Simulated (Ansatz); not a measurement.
`[Cl][Zr]([SeH])([SeH])[SeH]`. Charge 0, multiplicity 1. Zr: def2 effective core potential. Geometry: relaxed with PBE0-D4/def2-TZVP. It is one conformer, not always the lowest.

```xyz
8

Cl    2.075   -0.743    1.900
Zr    0.346   -0.333    0.405
Se    1.196    0.063   -1.967
Se   -1.171   -2.367    0.164
Se   -1.009    1.710    1.140
H     2.066    1.117   -1.409
H    -2.289   -1.411    0.065
H    -1.214    1.962   -0.299
```

What is the dipole moment at B3LYP/def2-TZVPP? (Best estimate.)

Ansatz gave: 0.90 D, with components (-0.51, 0.62, -0.41) D in this frame, pointing from negative to positive charge.

And with PBE, r2SCAN, ωB97M-V? (An estimate is asked.)

Ansatz gave: PBE 0.91 D, r2SCAN 0.97 D, ωB97M-V 0.84 D.

Give the Mulliken charges with B3LYP, ωB97M-V, PBE in def2-TZVPP. (Best estimate.)

The calculation gave: 
```json
{"atom": "Cl1", "B3LYP": "-0.26", "ωB97M-V": "-0.21", "PBE": "-0.24"}
{"atom": "Zr2", "B3LYP": "0.61", "ωB97M-V": "0.46", "PBE": "0.52"}
{"atom": "Se3", "B3LYP": "-0.18", "ωB97M-V": "-0.17", "PBE": "-0.17"}
{"atom": "Se4", "B3LYP": "-0.19", "ωB97M-V": "-0.18", "PBE": "-0.18"}
{"atom": "Se5", "B3LYP": "-0.21", "ωB97M-V": "-0.19", "PBE": "-0.19"}
{"atom": "H6", "B3LYP": "0.06", "ωB97M-V": "0.09", "PBE": "0.08"}
{"atom": "H7", "B3LYP": "0.08", "ωB97M-V": "0.11", "PBE": "0.09"}
{"atom": "H8", "B3LYP": "0.08", "ωB97M-V": "0.11", "PBE": "0.09"}
```

B3LYP here is the variant with VWN-RPA as its local correlation; programs differ in this.
